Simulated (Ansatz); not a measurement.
Correlation energies of BrH3O3Ti (`[OH][Ti]([OH])([OH])[Br]`) by basis set

| atom | x (Å) | y (Å) | z (Å) |
| --- | --- | --- | --- |
| O1 | -0.903 | 0.946 | 1.113 |
| Ti2 | 0.180 | 0.122 | -0.030 |
| O3 | 1.433 | -0.747 | 0.897 |
| O4 | -0.700 | -1.031 | -1.059 |
| Br5 | 1.160 | 1.769 | -1.442 |
| H6 | -1.434 | 1.743 | 1.088 |
| H7 | 1.877 | -1.573 | 0.696 |
| H8 | -1.614 | -1.229 | -1.262 |

The species carries charge 0 and has multiplicity 1. Correlated methods include outer-core shells of Br, Ti, which these sets cover unevenly. Scalar relativity is left out up to krypton. The structure was optimised at the PBE0-D4/def2-TZVP level. It is one conformer, not always the lowest. Frozen core, restricted reference, the Gaussian-basis code of Ansatz.

```json
{"basis": "def2-SVP", "HF (Eh)": "-3646.75740", "MP2 corr.": "-1.11761"}
{"basis": "def2-TZVPP", "HF (Eh)": "-3647.49068", "MP2 corr.": "-1.43824"}
{"basis": "def2-QZVPP", "HF (Eh)": "-3647.56567", "MP2 corr.": "-1.85078"}
```

(1) Estimate the CCSD correlation energy and the (T) correction in each basis where they were run (hartree).

Answers

(1) 
| basis | CCSD corr. | (T) |
| --- | --- | --- |
| def2-SVP | -1.11600 | -0.04394 |
| def2-TZVPP | -1.43433 | -0.06959 |
